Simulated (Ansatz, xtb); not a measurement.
**Two isomers of C2H10Si2**

We compare X, `C[SiH](C)[SiH3]`, a singlet, with Y, `C[SiH2]C[SiH3]`, a singlet. Both are isolated molecules in the gas phase, relaxed with PBE-D3(BJ)/def2-SVP, each in the lowest conformer that the search found.

X (Å):

```xyz
14

C    -1.5917   -0.7879    0.2604
C    -0.5180   -0.5847   -2.6663
Si   -0.3160   -1.4382   -0.9841
Si    1.8615   -1.0749   -0.1601
H    -1.4601    0.3010    0.4254
H    -2.6228   -0.9572   -0.1127
H    -1.4927   -1.2978    1.2396
H    -0.5065   -2.9269   -1.1574
H     0.2108   -0.9757   -3.4044
H    -0.3597    0.5091   -2.5737
H    -1.5383   -0.7518   -3.0691
H     2.9077   -1.5913   -1.1156
H     2.0697   -1.7531    1.1706
H     2.1068    0.4017    0.0343
```

Y (Å):

```yaml
atoms:
  - { symbol: C, position_ang: [-2.1895, -0.5204, -0.1317] }
  - { symbol: C, position_ang: [0.4581, 0.8464, -1.0952] }
  - { symbol: Si, position_ang: [-0.8619, -0.4628, -1.4758] }
  - { symbol: Si, position_ang: [1.4085, 0.5981, 0.5215] }
  - { symbol: H, position_ang: [-2.6848, 0.4662, -0.0236] }
  - { symbol: H, position_ang: [-1.7542, -0.7931, 0.8510] }
  - { symbol: H, position_ang: [-2.9688, -1.2686, -0.3807] }
  - { symbol: H, position_ang: [-0.1932, -1.8096, -1.5921] }
  - { symbol: H, position_ang: [-1.5021, -0.1535, -2.8066] }
  - { symbol: H, position_ang: [-0.0241, 1.8481, -1.0748] }
  - { symbol: H, position_ang: [1.1898, 0.8622, -1.9320] }
  - { symbol: H, position_ang: [2.0700, -0.7547, 0.5393] }
  - { symbol: H, position_ang: [2.4732, 1.6493, 0.6969] }
  - { symbol: H, position_ang: [0.4773, 0.6779, 1.7029] }
```

Task: Estimate E(Y) − E(X) at the level CCSD(T)/def2-SVP + ΔMP2/def2-TZVPP.

Result: Not settled: CCSD(T)/def2-SVP + ΔMP2/def2-TZVPP gives E(Y) − E(X) = −1.34 kcal/mol, but this leans on the basis-set step: CCSD(T) alone gives −0.84 kcal/mol.

Level by level:

```
                             level             geometry  E(Y) − E(X) (kcal/mol)  departure from the last row (kcal/mol)  job, with rough time for the two
                          GFN2-xTB             GFN2-xTB                     −6.35                                   −5.01              optimisation, 0.17 s
                         HF/STO-3G             GFN2-xTB                     +3.84                                   +5.18              single point, 0.88 s
                r2SCAN-D4/def2-SVP             GFN2-xTB                     −0.40                                   +0.94               single point, 5.1 s
               PBE-D3(BJ)/def2-SVP  PBE-D3(BJ)/def2-SVP                     +2.06                                   +3.40                optimisation, 28 s
                       HF/def2-SVP  PBE-D3(BJ)/def2-SVP                     −2.24                                   −0.90           part of the CCSD(T) run
                      MP2/def2-SVP  PBE-D3(BJ)/def2-SVP                     −1.97                                   −0.63           part of the CCSD(T) run
                  CCSD(T)/def2-SVP  PBE-D3(BJ)/def2-SVP                     −0.84                                   +0.50                      single point
CCSD(T)/def2-SVP + ΔMP2/def2-TZVPP  PBE-D3(BJ)/def2-SVP                     −1.34                                                        single point, 36 s
```

As drawn, Y has 1 C–Si, 1 Si–H in place of 1 Si–Si, 1 C–H.

HF/STO-3G, PBE-D3(BJ)/def2-SVP put the two in the other order. r2SCAN-D4/def2-SVP finds them nearly level. The largest departure from CCSD(T)/def2-SVP + ΔMP2/def2-TZVPP is that of HF/STO-3G, 5.18 kcal/mol. The last row adds to CCSD(T) the change of the MP2 difference between the two basis sets, here −0.50 kcal/mol.

With harmonic frequencies from PBE-D3(BJ)/def2-SVP (ideal gas, rigid rotor, one conformer each, 298.15 K, 1 atm): on the last row, ΔE + ΔZPE = −2.09 kcal/mol. A mode under 50 cm⁻¹ makes harmonic enthalpies and free energies unreliable, so none is given.

The correlated steps freeze 12 core orbitals. Programs: Ansatz 0.2.0, xtb 6.7.1; the last row on 2 threads of Arm Neoverse V1 on a shared host.
